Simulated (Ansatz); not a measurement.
Geometry optimisation, RKS PBE0-D4/def2-SVP (Ansatz).

input.yaml

```yaml
crystal:
  periodic: [false, false, false]
  atoms:
    - { symbol: "N", position_ang: [-1.2916, -0.7603, 1.3942] }
    - { symbol: C, position_ang: [-0.0981, -0.8462, 0.6354] }
    - { symbol: C, position_ang: [0.2256, 0.492, 0.0756] }
    - { symbol: O, position_ang: [-0.4107, 0.9226, -1.0545] }
    - { symbol: Si, position_ang: [1.0715, 0.6249, -1.5687] }
    - { symbol: H, position_ang: [-2.047, -0.3322, 0.7402] }
    - { symbol: H, position_ang: [-1.2074, 0.0011, 2.1044] }
    - { symbol: H, position_ang: [-0.1904, -1.588, -0.1468] }
    - { symbol: H, position_ang: [0.699, -1.1796, 1.3506] }
    - { symbol: H, position_ang: [-1.25646, 1.41402, -0.90184] }
    - { symbol: H, position_ang: [1.0745, -0.5401, -2.4377] }
    - { symbol: H, position_ang: [1.7148, 1.9286, -1.9185] }
basis:
  gaussian: { orbitals: def2-SVP }
hamiltonian:
  xc: pbe0
  dispersion: d4
relax:
  f_tol: 0.02
  max_steps: 50
output:
  orbitals: {}
```

Run as:

```bash
$ ansatz run input.yaml --threads 2 --pin off --max-ram 3072MiB --backend cpu --events-out ev --progress --plain --runs-dir out
```

Question: Where does it end, and by what steps?

Answer: The run converged. After 36 steps the energy has fallen by 6.587 eV; H9 moved furthest, 2.25 Å. The start is strongly strained (largest force component 10 eV/Å), so its close contacts needn't be bonds. Parted: C2–H9, C3–O4. Joined: C3–H9.

```tsv
step	energy less start (eV)	largest force component (eV/Å)	accepted
0	0.0000	10.002	yes
2	-1.8491	1.227	yes
4	-2.1929	2.681	yes
6	-2.4036	0.375	yes
8	-2.4900	1.248	yes
10	-2.6124	0.656	yes
12	-2.7148	1.259	yes
14	-2.9670	1.494	yes
16	-3.6884	1.776	yes
18	-4.9134	1.983	yes
20	-6.0375	1.371	yes
22	-6.5272	0.464	yes
24	-6.5679	0.133	yes
26	-6.5763	0.190	yes
28	-6.5813	0.113	yes
30	-6.5807	0.586	no
32	-6.5839	0.340	no
34	-6.5869	0.049	yes
36	-6.5871	0.018	yes
```

```xyz
12
Properties=species:S:1:pos:R:3
N -1.166 -1.106 1.775
C -0.625 -0.807 0.563
C 0.106 0.285 0.232
O -0.223 1.580 -2.425
Si 0.707 0.546 -1.489
H -1.496 -2.042 1.960
H -0.915 -0.552 2.582
H -0.856 -1.555 -0.207
H 0.326 1.015 1.023
H -0.346 2.466 -2.073
H 0.655 -0.754 -2.219
H 2.117 1.060 -1.449
```

Whether the end is a true minimum wasn't checked by a vibrational analysis.

The run took 42 s on 2 threads of AMD EPYC 9R45 96-Core Processor (Zen 5), on a shared host, peak memory 0.26 GiB.
